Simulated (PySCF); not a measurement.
# Electronic absorption of C5H5FNP

Species: C5H5FNP.
Geometry (GFN2-xTB, Å), atoms numbered from 1 in this order:
```
atom  x, y, z in Å
C1    -2.0092   -0.5152   -0.2634
C2    -0.5864   -0.0933   -0.0513
C3    -0.3170    1.1370    0.5338
P4     1.2567    1.7833    0.8516
C5     2.1596    0.4325    0.2213
F6     3.5098    0.5221    0.2765
C7     1.6167   -0.7128   -0.3236
N8     0.3291   -0.9631   -0.4550
H9    -2.0269   -1.4956   -0.7293
H10   -2.5253    0.1974   -0.9040
H11   -2.5372   -0.5588    0.6872
H12   -1.1583    1.7555    0.8212
H13    2.2842   -1.4885   -0.6826
```

Computed, not measured: TDDFT CAM-B3LYP/def2-SVPD, vertical, gas phase, core orbitals frozen in the response in PySCF 2.14.0, density-fitted response routines.

```csv
state,E (eV),λ (nm),f,symmetry,"main configurations (H = HOMO, L = LUMO)"
S1,4.28,289.7,0.0084,A″,H-1→L (98%)
S2,4.60,269.8,0.047,A′,"H→L (83%), H-2→L+1 (10%)"
S3,5.19,238.9,0.0001,–,H-1→L+1 (98%)
S4,5.41,229.2,0.048,A′,"H-2→L (69%), H→L+1 (22%)"
S5,5.47,226.7,0.011,A″,H-3→L (97%)
S6,6.22,199.4,0.322,A′,"H→L+1 (55%), H-2→L (20%), H-2→L+1 (14%)"
S7,6.59,188.1,0.327,A′,"H-2→L+1 (68%), H→L+1 (17%)"
S8,6.63,187.0,0.0002,–,"H-4→L (78%), H-3→L+1 (18%)"
```

Triplets (Tamm–Dancoff): T1 3.29 eV, H→L (58%), H-2→L (32%); T2 3.65 eV, H-1→L (94%); T3 3.74 eV, H-2→L (52%), H→L (40%).

The lowest singlet lies at 4.28 eV (290 nm, ultraviolet) and is weak; its leading configuration is HOMO-1→LUMO (98%). The largest oscillator strength of a single state is 0.327. Löwdin shares by element: HOMO carbon 52% or more, fluorine 13% (atoms not listed hold the other 35%); LUMO phosphorus 38%, carbon 30% or more, nitrogen 16% (atoms not listed hold the other 16%). Orbital energies (eV): HOMO-3 -10.29, HOMO-2 -9.47, HOMO-1 -9.09, HOMO -8.83, LUMO -1.18, LUMO+1 0.03, LUMO+2 1.24. The listed states span 2.35 eV, and the widest gap between neighbours is 0.75 eV (S5 to S6). Weighted by f, the mean energy of these states is 6.20 eV. Symmetry labels in Cs follow from the direction of the transition dipole and are given only for states with f of 0.002 or more. The window holds the lowest 8 singlets.
